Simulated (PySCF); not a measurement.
CH₄OZn, singlet, at a GFN2-xTB geometry (such geometries of metal compounds can be far from the true shape), with bond 4-2 at 1.3 times its length; DF-SVWN5/cc-pVDZ (PySCF).

Input for PySCF:
```python
from pyscf import gto, scf, dft

mol = gto.M(
    atom='''
Zn   -0.017256    0.014696    0.176109
C    -0.169991    1.585298   -1.038686
H    -0.894382    2.312936   -0.697578
H    -0.571144    1.127021   -2.310202
H     0.783222    2.088236   -1.145615
O     0.232777   -1.667910    0.450131
H     0.265150   -2.243340    1.207772
''',
    basis='cc-pvdz',
    charge=0,
    spin=0,
    verbose=4,
)

mf = dft.RKS(mol)
mf.xc = 'lda,vwn'
mf.conv_tol = 1e-4
mf = mf.density_fit(auxbasis='def2-universal-jkfit')
mf.kernel()
```

It wrote (shortened):

```
PySCF version 2.14.0

[INPUT] verbose = 4
[INPUT] num. atoms = 7
[INPUT] num. electrons = 48
[INPUT] charge = 0
[INPUT] spin (= nelec alpha-beta = 2S) = 0
[INPUT] symmetry False subgroup None
[INPUT] Mole.unit = angstrom
[INPUT] Symbol           X                Y                Z      unit          X                Y                Z       unit  Magmom
[INPUT]  1 Zn    -0.017256000000   0.014696000000   0.176109000000 AA   -0.032609114005   0.027771415127   0.332797778071 Bohr   0.0
[INPUT]  2 C     -0.169991000000   1.585298000000  -1.038686000000 AA   -0.321236433641   2.995779045821  -1.962832069420 Bohr   0.0
[INPUT]  3 H     -0.894382000000   2.312936000000  -0.697578000000 AA   -1.690137030741   4.370815583647  -1.318231370522 Bohr   0.0
[INPUT]  4 H     -0.571144000000   1.127021000000  -2.310202000000 AA   -1.079305737689   2.129761026633  -4.365649072422 Bohr   0.0
[INPUT]  5 H      0.783222000000   2.088236000000  -1.145615000000 AA    1.480075074734   3.946194123457  -2.164898594194 Bohr   0.0
[INPUT]  6 O      0.232777000000  -1.667910000000   0.450131000000 AA    0.439884778098  -3.151893100423   0.850624310177 Bohr   0.0
[INPUT]  7 H      0.265150000000  -2.243340000000   1.207772000000 AA    0.501060881928  -4.239298204282   2.282358300918 Bohr   0.0

nuclear repulsion = 170.370342656309
number of shells = 29
number of NR pGTOs = 202
number of NR cGTOs = 91
basis = cc-pvdz
ecp = {}

******** <class 'pyscf.df.df_jk.DFRKS'> ********
method = DFRKS
initial guess = minao
damping factor = 0
level_shift factor = 0
DIIS = <class 'pyscf.scf.diis.CDIIS'>
diis_start_cycle = 1
diis_space = 8
diis_damp = 0
SCF conv_tol = 0.0001
SCF conv_tol_grad = None
SCF max_cycles = 50
direct_scf = False
XC library pyscf.dft.libxc version 7.1.2
    S. Lehtola, C. Steigemann, M. J. T. Oliveira, and M. A. L. Marques,  SoftwareX 7, 1–5 (2018)
XC functionals = lda,vwn
    P. A. M. Dirac,  Math. Proc. Cambridge Philos. Soc. 26, 376 (1930)
    F. Bloch,  Z. Phys. 57, 545 (1929)
    S. H. Vosko, L. Wilk, and M. Nusair,  Can. J. Phys. 58, 1200 (1980)
radial grids:
    Treutler-Ahlrichs [JCP 102, 346 (1995); DOI:10.1063/1.469408] (M4) radial grids

becke partition: Becke, JCP 88, 2547 (1988); DOI:10.1063/1.454033
pruning grids: <function nwchem_prune>
grids dens level: 3
symmetrized grids: False
atomic radii adjust function: <function treutler_atomic_radii_adjust>
small_rho_cutoff = 0
Set gradient conv threshold to 0.01
Initial guess from minao.
tot grids = 88072
init E= -1890.89923821966
  HOMO = -0.284221918976409  LUMO = -0.0856442917303264  gap/eV = 5.40357
cycle= 1 E= -1891.00055610299  delta_E= -0.101  |g|= 1.57  |ddm|= 2.65
  HOMO = -0.0900768626904824  LUMO = 0.000506469216492889  gap/eV = 2.46490
cycle= 2 E= -1887.20317697673  delta_E=  3.8  |g|= 4.45  |ddm|= 3.26
  HOMO = -0.20788022476169  LUMO = -0.0639545824587371  gap/eV = 3.91642
cycle= 3 E= -1891.12869599397  delta_E= -3.93  |g|=    1  |ddm|= 2.73
  HOMO = -0.234084602457594  LUMO = -0.0598844731347157  gap/eV = 4.74023
cycle= 4 E= -1891.32444637101  delta_E= -0.196  |g|= 0.287  |ddm|= 0.973
  HOMO = -0.227339941211914  LUMO = -0.0685865562624368  gap/eV = 4.31990
cycle= 5 E= -1891.33756961878  delta_E= -0.0131  |g|= 0.0747  |ddm|= 0.26
  HOMO = -0.233362907332264  LUMO = -0.0659516923414882  gap/eV = 4.55549
cycle= 6 E= -1891.338930163  delta_E= -0.00136  |g|= 0.0306  |ddm|= 0.0975
  HOMO = -0.234221001941598  LUMO = -0.0653897664757084  gap/eV = 4.59413
cycle= 7 E= -1891.33915937944  delta_E= -0.000229  |g|= 0.015  |ddm|= 0.0353
  HOMO = -0.236007434212174  LUMO = -0.0661022458228144  gap/eV = 4.62336
cycle= 8 E= -1891.33920057592  delta_E= -4.12e-05  |g|= 0.00348  |ddm|= 0.0128
  HOMO = -0.235806363627709  LUMO = -0.0656321024131881  gap/eV = 4.63068
Extra cycle  E= -1891.33919378514  delta_E= 6.79e-06  |g|= 0.00903  |ddm|= 0.00801
converged SCF energy = -1891.33919378514
```
